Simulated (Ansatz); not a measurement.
`OBB[SiH3]` → `BOB[SiH3]`  (isomerisation)

Calculated with Ansatz (gas phase, PBE0-D4/def2-TZVP geometries, no zero-point term in ΔE). CCSD(T)/CBS adds triple-zeta CCSD(T) − MP2 to the extrapolated MP2 energy (def2 sets, frozen cores). Functionals use def2-TZVPP. Each species was taken in one conformer, which may not be the lowest.

```csv
level,ΔE (eV)
BHLYP,-1.28
CAM-B3LYP,-1.25
CCSD(T)/def2-TZVPP,-1.22
MP2/def2-QZVPP,-1.27
```

Task: What does CCSD(T)/CBS give? (An estimate is asked.)

Result: Computed: -1.21 eV. The listed levels differ from it by -0.07, -0.04, -0.01, -0.06 eV.

Task: What do rigid-rotor, harmonic-oscillator terms from PBE0-D4/def2-TZVP frequencies (298.15 K, 1 bar) make of the CCSD(T)/CBS value? (Estimate.)

Result: Computed: ΔZPE = -0.03 eV, ΔH = -1.24 eV, ΔS = 1 J/(mol·K), ΔG = -1.24 eV.

Largest T1 diagnostic among the species: 0.014.

Leaving LDA and LC-ωPBE aside and taking each functional with its dispersion term where it has one, the values, not all of them listed here, spread over 0.26 eV, from BHLYP-D4 to revPBE-D4. At CCSD(T), def2-SVP lies −0.08 eV from the extrapolated value and def2-TZVPP −0.01 eV. From PBE to PBE0 (25 % exact exchange), in def2-TZVPP and without D4, ΔE moves by −0.06 eV.
